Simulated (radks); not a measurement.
Results of a calculation; reference values are marked as such.
These are the eigenvalues of the occupied orbitals of an atom or ion with whole-number occupations (Ry). Code: a radial shooting solver on a logarithmic mesh with Libxc functionals. Model: Dirac Kohn-Sham, PBE, spin-unpolarised, spherical densities, point nucleus.

orbital  eigenvalue
1s1/2     -5483.629
2s1/2     -1005.392
2p1/2     -964.9920
2p3/2     -852.4786
3s1/2     -281.5136
3p1/2     -263.5470
3p3/2     -238.8869
3d3/2     -208.9143
3d5/2     -203.5812
4s1/2     -103.9195
4p1/2     -96.27882
4p3/2     -89.72302
4d3/2     -77.18067
4d5/2     -75.86552
4f5/2     -60.18659
4f7/2     -59.86018

Which element is it, and in what charge state? The configuration may be excited. Open shells, if any, are shared by 2j + 1.

Answer. Z = 76, osmium, charge +26: Os26+ in [Kr] 4d10 4f4. The list shows which subshells hold electrons but not how many an open one holds; the 1s level, -2741.8 hartree, gives Z - s = 74.1 by -(Z - s)^2/2, which with screening and relativity narrows Z to a few neighbours, and the depths of the outer levels then fix element, charge and occupations together.
